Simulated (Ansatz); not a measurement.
CH₄BrOSi, SMILES `CO[SiH]Br` radical, relaxed with UKS PBE-D4/def2-SVP in Ansatz 0.2.0 from a rough embedded geometry. The force threshold is 0.03 eV/Å; the program also tests the step.

Charge 0, multiplicity 2.

Start:

```xyz
8

C    -0.903   -0.480   -0.217
O    -0.247    0.562   -0.809
Si    1.297    0.827   -0.349
Br    1.348    1.886    1.686
H    -1.967   -0.518   -0.662
H    -1.093   -0.360    0.883
H    -0.460   -1.461   -0.387
H     2.026   -0.456   -0.144
```

Task: How much energy does the relaxation release, and in how many steps? (An estimate is asked.)

Result: Ansatz gave: 32.49 kJ/mol, in 29 steps, 5 of them rejected.

Task: Which bonds change most? (Best estimate.)

Result: The calculation gave: C1–O2 from 1.366 to 1.418 Å; O2–Si3 from 1.632 to 1.676 Å; C1–H5 from 1.154 to 1.114 Å; Si3–Br4 from 2.295 to 2.268 Å.

Task: Give the relaxed structure. (An estimate is asked.)

Result: Ansatz gave: 
```xyz
8

C    -1.071   -0.583   -0.119
O     0.269   -0.438   -0.556
Si    1.246    0.913   -0.381
Br    1.240    1.620    1.774
H    -1.779   -0.067   -0.806
H    -1.219   -0.183    0.910
H    -1.318   -1.665   -0.116
H     2.632    0.403   -0.707
```
